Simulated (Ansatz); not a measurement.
Reaction (cleavage of the Al–Si bond): `FC[SiH](F)[AlH2]` + `N[SiH2]F` → `F[SiH2][NH][AlH2]` + `FC[SiH2]F`

Program: Ansatz. Geometries: PBE0-D4/def2-TZVP. ΔE: electronic, gas phase. CCSD(T)/CBS is the MP2 limit (def2-TZVPP, def2-QZVPP) plus CCSD(T) − MP2 in def2-TZVPP, frozen cores. DFT in def2-TZVPP. Each species was taken in one conformer, which may not be the lowest.

CCSD(T)/CBS gives -28.4 kcal/mol.

Another level gave -23.1 kcal/mol. Which?
A. PBE0-D4/def2-TZVPP
B. BLYP/def2-TZVPP
C. r2SCANh/def2-TZVPP
D. PBE-D4/def2-TZVPP

D. PBE-D4 -23.1, r2SCANh -27.6, BLYP -26.3, PBE0-D4 -24.5 kcal/mol.

Largest T1 diagnostic among the species: 0.012.

From BLYP to BHLYP (50 % exact exchange), in def2-TZVPP and without D4, ΔE moves by −2.7 kcal/mol. Leaving LDA and LC-ωPBE aside and taking each functional with its dispersion term where it has one, the values, not all of them listed here, spread over 5.9 kcal/mol, from BHLYP-D4 to PBE-D4. LDA lies −1.1 kcal/mol from PBE without D4.
